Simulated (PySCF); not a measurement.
# CdH2: PBE0 against B3LYP

Base calculation in PySCF with density fitting and no spin–orbit coupling, PBE0/def2-TZVP (scalar-relativistic core potentials): singlet, D∞h, Cd–H 1.678 Å (×2); wavenumbers 642 (×2), 1806, 1826 cm⁻¹; gap between the highest occupied and lowest empty levels 7.09 eV, polar-tensor charge of Cd 0.66 e, atomisation energy (no zero-point energy) 375 kJ/mol.

**Question.** What changes on going to B3LYP/def2-TZVP (scalar-relativistic core potentials)?

**Answer.** The point group stays the same. Changes: mean bond to Cd +0.003 Å, highest wavenumber -21 cm⁻¹, lowest wavenumber -3 cm⁻¹, gap between the highest occupied and lowest empty levels -0.46 eV, polar-tensor charge of Cd -0.01 e, atomisation energy (no zero-point energy) +1 kJ/mol. The new structure has Cd–H 1.681 Å (×2), with wavenumbers 639 (×2), 1789, 1805 cm⁻¹.

Only the bonding shown was studied: isomers, or loss of a ligand pair, can lie lower.
